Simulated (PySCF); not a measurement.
iodine monochloride (ClI), SMILES ICl. Atoms are numbered in the order given.

```xyz
2

Cl     0.0000     0.0000    -1.7753
I      0.0000     0.0000     0.5694
```
Charge 0, spin multiplicity 1.

Coordinates come from a B3LYP-D3(BJ)/def2-TZVP optimisation. The def2 effective core potentials stand for the cores of I; spin–orbit coupling is left out.

All values below come from PBE/def2-TZVPD (PySCF).

Mulliken values depend strongly on the basis, most of all with diffuse functions as here. ESP charges are fitted to the potential on shells at 1.4 to 2.0 van der Waals radii. Atomic charges (e):

```
atom  Mulliken  ESP fit
----  --------  -------
Cl1      -0.17        …
I2        0.17        …
```

Complete the blanks. (An estimate is asked for; the answer gives what the named calculation found.)


- Cl1, ESP fit: -0.09
- I2, ESP fit: 0.09
